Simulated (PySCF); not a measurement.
AlClH4O3Si, SMILES Cl[SiH2][O][Al]([OH])[OH].

The structure is a stationary point at B3LYP-D3(BJ)/def2-SVP. The structure was generated by enumeration; whether it is a known compound was not checked. Other conformers were not sampled.

Vertical ionisation energy (IE) and electron affinity (EA) in eV. Rows of orbital energies are one-electron estimates. Where ΔSCF, EOM or ADC give a negative EA the extra electron is unbound and the value depends on the basis.

| level | IE | EA |
|---|---|---|
| −ε(HOMO), −ε(LUMO), ωB97X/def2-TZVP (PySCF) | [?] | [?] |
| −ε(HOMO), −ε(LUMO), PBE/def2-TZVP (PySCF) | 7.32 | 1.56 |

Q: Complete the blanks. (An estimate is asked for; the answer gives what the named calculation found.)

A: 
- −ε(HOMO), −ε(LUMO), ωB97X/def2-TZVP (PySCF), IE: 11.18
- −ε(HOMO), −ε(LUMO), ωB97X/def2-TZVP (PySCF), EA: -1.24
